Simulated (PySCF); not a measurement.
**Trend along the alkali metals: MCs molecules**

PBE0 with double-zeta basis sets in PySCF, for the lowest determinant that a PBE0 search found; no spin–orbit coupling. De refers to high-spin ground-configuration atoms. A positive dipole means M(−)Cs(+).

| M | basis | state (unpaired electrons) | Re (Å) | ωe (cm⁻¹) | De (eV) | μ (D) |
| --- | --- | --- | --- | --- | --- | --- |
| Li | def2-SVP | singlet (closed shell) | 3.789 | 174 | 0.60 | 4.84 |
| K | def2-SVP | singlet (closed shell) | 4.387 | 66.5 | 0.46 | 1.85 |
| Rb | def2-SVP | singlet (closed shell) | 4.533 | 48.4 | 0.43 | 1.30 |
| Cs | def2-SVP | singlet (closed shell) | 4.769 | 40.5 | 0.40 | n/a |

(1) The row for M = Na is missing. Estimate Re, ωe and De as the mean of the rows for Li and K, and compare with the calculation.

Closed-shell solutions of metal pairs were not tested for spin polarisation, which can lower them a little. Weak bonds: Cs2, CsK, CsRb. Basis-set superposition, not corrected here, can be much of De in a small basis, most of all at correlated wavefunction levels. Functionals without a dispersion term scatter widely for such bonds, and LDA overbinds them. Spin–orbit coupling is left out.

## Answers

(1) The means are 4.088 Å, 120 cm⁻¹ and 0.53 eV. PBE0 in def2-SVP gives CsNa as a singlet (closed shell) with Re = 3.934 Å, ωe = 95.5 cm⁻¹, De = 0.57 eV, so the estimate is off by +15.4 pm, +26 % and -0.04 eV.
